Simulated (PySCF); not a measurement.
SnHF3, SMILES [F][SnH]([F])[F].

The structure is a stationary point at B3LYP-D3(BJ)/def2-SVP. The def2 effective core potentials stand for the cores of Sn; spin–orbit coupling is left out.

Calculation: PySCF with TDA-M06-2X/def2-SVPD.

Vertical excitations; the highest root listed may be one member of a degenerate set. Gas-phase values at a fixed geometry. State labels are in the subgroup Cs.

Computed excitation energies, oscillator strengths and character:
| state | symmetry | energy (eV) | λ (nm) | f | main pairs |
|---|---|---|---|---|---|
| S1 | A" | 8.16 | 152 | 0.000 | HOMO−1→LUMO 87 % |
| S2 | A' | 8.27 | 150 | 0.005 | HOMO−3→LUMO, HOMO−4→LUMO, HOMO→LUMO+2 (degenerate set) |
| S3 | A" | 8.27 | 150 | 0.005 | HOMO−2→LUMO, HOMO−5→LUMO, HOMO→LUMO+1 (degenerate set) |
| S4 | A' | 8.29 | 150 | 0.261 | HOMO→LUMO 71 %, HOMO−6→LUMO 18 % |
| S5 | A' | 8.53 | 145 | 0.044 | HOMO−4→LUMO, HOMO−3→LUMO (degenerate set) |
| S6 | A" | 8.53 | 145 | 0.044 | HOMO−5→LUMO, HOMO−2→LUMO (degenerate set) |
| S7 | A' | 9.60 | 129 | 0.209 | HOMO→LUMO+2 (degenerate set) |
| S8 | A" | 9.60 | 129 | 0.208 | HOMO→LUMO+1 (degenerate set) |
| S9 | A' | 9.69 | 128 | 0.121 | HOMO−6→LUMO 39 %, HOMO−3→LUMO+2 18 %, HOMO−2→LUMO+1 18 %, HOMO→LUMO 17 % |
| S10 | A' | 9.89 | 125 | 0.033 | HOMO−7→LUMO 50 %, HOMO−1→LUMO+1 24 % |
| T1 | A' | 6.65 | 187 | 0 | HOMO→LUMO 90 % |
| T2 | A" | 7.70 | 161 | 0 | HOMO−1→LUMO 80 % |
| T3 | A" | 7.71 | 161 | 0 | HOMO−2→LUMO (degenerate set) |
| T4 | A' | 7.71 | 161 | 0 | HOMO−3→LUMO (degenerate set) |
Triplets are in the Tamm–Dancoff approximation.
